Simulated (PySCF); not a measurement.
How methods differ on the ionisation energy of O⁺

O⁺ [He] 2s2 2p3 (4S) → O²⁺ [He] 2s2 2p2 (3P), as a difference of total energies. All numbers are calculated (PySCF 2.14, the spin-free X2C one-electron Hamiltonian (Gaussian nucleus), in x2c-TZVPall (5s3p2d1f, 31 functions)). Correlated levels: valence: 1s2 frozen. The calculations carry no spin-orbit coupling.

```json
{"method": "UHF", "ionisation energy (eV)": "34.573", "error (eV)": "-0.548"}
{"method": "BP86", "ionisation energy (eV)": "35.278", "error (eV)": "+0.157"}
{"method": "TPSS", "ionisation energy (eV)": "35.242", "error (eV)": "+0.121"}
{"method": "MP2 (valence)", "ionisation energy (eV)": "35.191", "error (eV)": "+0.070"}
{"method": "SCS-MP2 (valence)", "ionisation energy (eV)": "34.939", "error (eV)": "-0.182"}
{"method": "CCSD (valence)", "ionisation energy (eV)": "35.014", "error (eV)": "-0.107"}
{"method": "CCSD(T) (valence)", "ionisation energy (eV)": "35.021", "error (eV)": "-0.100"}
```

Reference: 35.121 eV (measured; NIST Atomic Spectra Database, ionization energies).

Errors of the correlated levels include the incompleteness of this basis and the frozen core.
